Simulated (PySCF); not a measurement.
C₄H₉O₂, SMILES O([CH]C(O)C)C, doublet (GFN2-xTB optimised geometry):

```
15

C     -0.295    -0.165     0.000
O     -0.802    -0.872     1.100
C     -0.480    -0.369     2.329
C     -1.164    -0.961     3.504
C     -0.153    -1.456     4.550
O     -2.012     0.036     4.070
H      0.802    -0.165     0.000
H     -0.646     0.872     0.000
H     -0.657    -0.673    -0.892
H     -0.067     0.624     2.391
H     -1.770    -1.811     3.153
H     -0.670    -1.903     5.398
H      0.447    -0.621     4.902
H      0.502    -2.201     4.108
H     -2.346    -0.286     4.915
```

Level of theory: unrestricted PBE0/def2-TZVP (PySCF).

Problem. What are the frontier orbital energies (α orbitals alone; a β orbital can be the lowest empty one) and the dipole moment?

Solution. HOMO-2 -9.23 eV, HOMO-1 -7.81 eV, HOMO -4.91 eV, LUMO 1.14 eV, LUMO+1 1.63 eV; dipole moment 0.82 D.

On the same geometry unrestricted PBE/def2-TZVP run with PySCF gives HOMO-2 -7.66 eV, HOMO-1 -6.11 eV, HOMO -3.50 eV, LUMO 0.30 eV, LUMO+1 0.79 eV; dipole moment 0.76 D.

Meta-Löwdin charges at PBE0/def2-TZVP: C1 -0.13, O2 -0.31, C3 -0.01, C4 0.12, C5 -0.36, O6 -0.55, H7 0.11, H8 0.11, H9 0.13, H10 0.11, H11 0.10, H12 0.11, H13 0.12, H14 0.12, H15 0.33.
